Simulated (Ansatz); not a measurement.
Consider the isomerisation: `C=N[CH](O)[GeH3]` → `C=C(N)[O][GeH3]`.

Computed with Ansatz on PBE0-D4/def2-TZVP structures; ΔE is electronic, products minus reactants. CBS: MP2 limit from def2 TZ/QZ plus the TZ coupled-cluster correction, frozen cores. For Ge outer-core shells are correlated without core-valence functions, which leaves a few kJ/mol of doubt a bond. Scalar relativity is left out up to krypton. Each species was taken in one conformer, which may not be the lowest.

```json
{"species": "`C=N[CH](O)[GeH3]`", "HF/def2-QZVPP energy (Eh)": "-2284.57449"}
{"species": "`C=C(N)[O][GeH3]`", "HF/def2-QZVPP energy (Eh)": "-2284.62100"}
```

Task: Work out ΔE.

Result: ΔE = (-2284.62100) − (-2284.57449) = -0.04651 Eh = -122.1 kJ/mol. CCSD(T)/CBS gives -102.1 kJ/mol.

Largest T1 diagnostic among the species: 0.012.

From PBE to PBE0 (25 % exact exchange), in def2-TZVPP and without D4, ΔE moves by −7.6 kJ/mol. In def2-TZVPP, CCSD(T) changes the Hartree–Fock value by +18.9 kJ/mol (the triples alone add +2.0 kJ/mol) and MP2 by +12.5 kJ/mol.
